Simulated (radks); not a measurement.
Results of a calculation; reference values are marked as such.
Q: Radial electron density D(r) = 4 pi r^2 rho(r) of an atom or ion with 21 electrons. Code: a radial shooting solver on a logarithmic mesh with Libxc functionals. Model: non-relativistic Kohn-Sham, LDA (Slater exchange, Perdew-Wang correlation), spin-unpolarised, spherical densities, point nucleus.

| r (bohr) | D(r) (e/bohr) |
|---|---|
| 0.002148 | 1.872 |
| 0.002753 | 2.936 |
| 0.003528 | 4.546 |
| 0.004485 | 6.832 |
| 0.005747 | 10.19 |
| 0.007364 | 14.81 |
| 0.009437 | 20.80 |
| 0.012 | 27.71 |
| 0.01537 | 35.34 |
| 0.0197 | 42.12 |
| 0.02504 | 46.20 |
| 0.03209 | 46.54 |
| 0.04113 | 43.40 |
| 0.05228 | 40.10 |
| 0.067 | 41.00 |
| 0.08585 | 47.94 |
| 0.11 | 55.46 |
| 0.1399 | 54.15 |
| 0.1792 | 41.38 |
| 0.2297 | 28.02 |
| 0.292 | 25.90 |
| 0.3741 | 29.74 |
| 0.4794 | 25.42 |
| 0.6095 | 13.40 |
| 0.781 | 3.753 |
| 1.001 | 0.4989 |
| 1.283 | 0.02663 |
| 1.63 | 0.0005368 |

What is the nuclear charge?

A: Z = 38. The innermost maximum, from 1s, lies near 1/Z = 0.0263 bohr (found: 0.0289), and its height grows with Z. The density is that of the strontium ion Sr17+ in [Ar] 3d3; the configuration itself is not fixed sharply by these data, and Z only to a few units. D(r) has 3 maxima, at r = 0.0289, 0.121, 0.386 bohr, and minima at 0.0575, 0.270 bohr, inside which lie 2.06, 10.85 electrons.
